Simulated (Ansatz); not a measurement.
Basis-set extrapolation for CHFO3Si (`O=C1O[Si]1(O)F`) (PBE0-D4/def2-TZVP geometry, frozen core, Ansatz 0.2.0). Multiplicity 1, RHF reference.

|  | def2-TZVPP | def2-QZVPP |
| --- | --- | --- |
| HF | -651.698152 | -651.724538 |
| MP2 correlation | -1.206896 | -1.306966 |
| CCSD(T) correlation | -1.253687 | not run |

Energies in hartree. Use E(X) = E(∞) + A·exp(−7.88·√X) for Hartree–Fock and E(X) = E(∞) + B·X^(−2.97) for correlation, with X = 3 and 4, and add CCSD(T) minus MP2 of the smaller set to the MP2 limit.

Q: What is the CCSD(T) energy at the basis-set limit?

A: HF limit: -651.724538 + (-0.026386) × 0.13774 = -651.72817. MP2 limit: -1.306966 + (-0.100070) × 0.74074 = -1.38109. Higher-order term: -1.253687 − (-1.206896) = -0.04679. Total: -653.15605 hartree, 128.1 kcal/mol below CCSD(T)/def2-TZVPP.
